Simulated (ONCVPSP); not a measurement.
**cadmium (Cd): one change to an ONCV potential, before and after**

ONCVPSP 4.0.1 input, shortened (lines: element, Z, core and valence counts, functional; n l f; lmax; l rc ep ncon nbas qcut; lloc lpopt rc5 dvloc0; l nproj debl; icmod fcfact rcfact), PBE, scalar-relativistic:

```
  Cd 48.00    6    4        4      upf
    1    0    2.00
    2    0    2.00
    2    1    6.00
    3    0    2.00
    3    1    6.00
    3    2   10.00
    4    0    2.00
    4    1    6.00
    4    2   10.00
    5    0    2.00
    2
    0    1.45    0.00    4    8    9.60
    1    1.40    0.00    5   10    9.60
    2    1.60    0.00    4    9   11.80
    4    5    0.90    0.00
    0    2    3.00
    1    2    3.30
    2    1    2.60
    0    0.00    0.00
```

All-electron outer shells of the reference configuration (PBE, scalar-relativistic, ld1.x):

```
shell  level (eV)  outermost node (bohr)  outermost maximum (bohr)
   3d     -393.64                      –                      0.27
   4s     -105.92                   0.43                      0.79
   4p      -66.97                   0.43                      0.84
   4d      -11.73                   0.42                      0.98
   5s       -5.66                   1.07                      2.35
```

Change: d: nproj 2.

Cutoffs: the cutoffs (Ha) at which the residual kinetic energy of the hardest occupied pseudo-wave falls to 1 and 0.1 mHa per electron; they do not see the model core or the augmentation charge, which bear on the density cutoff. Errors are all-electron minus pseudo energies relative to the spin-unpolarised reference configuration.

Question: What does the change do?

Answer: The potential gets neither clearly harder nor softer (38 Ha and 46 Ha → 38 Ha and 46 Ha); of the 4 tests that both files solve, the error grows in 1 and shrinks in 1 by more than 15 % and 0.3 meV (median size 3.4 → 3.4 meV); the range in which the d phases agree widens (upper end 2.8 → at the end of the scan); neither file shows a bound ghost.

| quantity | base | changed |
| --- | --- | --- |
| cutoff, loose | 38 Ha | 38 Ha |
| cutoff, tight | 46 Ha | 46 Ha |
| bound ghosts | none | none |
| GHOST(+) flags under 300 eV | s at 179.1 eV | s at 179.1 eV |
| error for 4s2 4p6 4d10 5s1, meV [ΔE 9.27 eV] | -1.6 | -1.6 |
| error for 4s2 4p6 4d10 5s0, meV [ΔE 26.40 eV] | -5.1 | -5.1 |
| error for 4s2 4p6 4d9 5s0, meV [ΔE 64.41 eV] | -7.3 | -10 |
| error for 4s2 4p6 4d9 5s2 5p1, meV [ΔE 12.65 eV] | +0.9 | -0.6 |
| s: phases at 1.47 bohr within 0.05 rad from the reference energy up to (Ha; the scan ends near 5) | to the end of the scan | to the end of the scan |
| p: phases at 1.42 bohr within 0.05 rad from the reference energy up to (Ha; the scan ends near 5) | to the end of the scan | to the end of the scan |
| d: phases at 1.63 bohr within 0.05 rad from the reference energy up to (Ha; the scan ends near 5) | 2.8 | to the end of the scan |
